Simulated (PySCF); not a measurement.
Species: B3H4NO3.
SMILES: `NB1OBOBO1`

Torsions of this conformer, `[NH2:1][B:2]1[O:3][BH:4][O:5][BH:6][O:7]1`: H–N1–B2–O3 -179°, H–N1–B2–O3 -1°.

The closed-shell ground state was solved at several levels (PySCF, density fitting, gas phase, non-relativistic). Geometry: PBE0-D3(BJ)/def2-SVP; no solvent, vibrations or thermal averaging.

```json
{"level": "PBE0/IGLO-III", "basis functions": "285", "total energy (Eh)": "-357.4679", "HOMO (eV)": "-8.26", "LUMO (eV)": "-0.23", "gap (eV)": "8.03", "dipole (D)": "2.26"}
{"level": "PBE0/pcJ-1", "basis functions": "229", "total energy (Eh)": "-357.3247", "HOMO (eV)": "-8.24", "LUMO (eV)": "-0.19", "gap (eV)": "8.05", "dipole (D)": "2.45"}
{"level": "B3LYP/def2-TZVP", "basis functions": "241", "total energy (Eh)": "-357.8856", "HOMO (eV)": "-7.99", "LUMO (eV)": "-0.42", "gap (eV)": "7.57", "dipole (D)": "2.31"}
{"level": "B3LYP/6-31G*", "basis functions": "106", "total energy (Eh)": "-357.7232", "HOMO (eV)": "-7.60", "LUMO (eV)": "0.05", "gap (eV)": "7.65", "dipole (D)": "2.55"}
{"level": "PBE0/aug-cc-pVDZ", "basis functions": "197", "total energy (Eh)": "-357.3557", "HOMO (eV)": "-8.26", "LUMO (eV)": "-0.28", "gap (eV)": "7.98", "dipole (D)": "2.26"}
{"level": "PBE0/pcSseg-2", "basis functions": "308", "total energy (Eh)": "-357.4614", "HOMO (eV)": "-8.28", "LUMO (eV)": "-0.23", "gap (eV)": "8.05", "dipole (D)": "2.28"}
```

Q: What might HF/pcJ-1 (229 basis functions) give for the same quantities?

A: Total energy -355.7841 Eh, HOMO -11.72 eV, LUMO 3.60 eV, gap 15.32 eV, dipole 2.05 D.

Q: Over all these levels, which gives the widest orbital gap and which the narrowest?

A: HF/pcJ-1 (Hartree–Fock, all exact exchange) has the widest, 15.32 eV, and B3LYP/def2-TZVP (global hybrid, 20 % exact exchange) the narrowest, 7.57 eV. Functional and basis both differ between the two, so the spread mixes both effects.

Q: How much does the basis alone move the frontier levels among the 4 PBE0 rows?

A: The HOMO by 0.04 eV and the LUMO by 0.09 eV. By rising basis size (HOMO, LUMO in eV): aug-cc-pVDZ -8.26, -0.28; pcJ-1 -8.24, -0.19; IGLO-III -8.26, -0.23; pcSseg-2 -8.28, -0.23.

Q: How far do the dipole and the HOMO energy spread over the levels?

A: The dipole runs from 2.05 to 2.55 D (mean 2.31 D) and the HOMO from -11.72 to -7.60 eV.
